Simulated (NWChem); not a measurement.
CH3ClOSi, singlet; SMILES CO[Si]Cl

```xyz
7

Si     1.1237     0.1022     0.0001
Cl    -0.4759     1.5053     0.0000
O      0.3205    -1.3359    -0.0002
C     -1.0158    -1.7716     0.0001
H     -1.7176    -0.9227    -0.0037
H     -1.1952    -2.3944    -0.8900
H     -1.1972    -2.3879     0.8943
```
Atoms are numbered in this order, from 1.

All runs: NWChem. Low-valent species are run as closed-shell singlets; no triplet was tried in these runs. Structure relaxed at the PBE0/def2-SVP level.

For level LC-wPBE (HJS exchange hole, range parameter 0.4 per bohr)/def2-SVP:

| Quantity | Result |
|---|---|
| highest occupied level (eV) | -10.02 |
| orbital gap (eV) | 10.38 |
| dipole (D) | 1.79 |

What are these values for level PW6B95/def2-SVP?

highest occupied level (eV): -7.47
orbital gap (eV): 5.74
dipole (D): 1.62
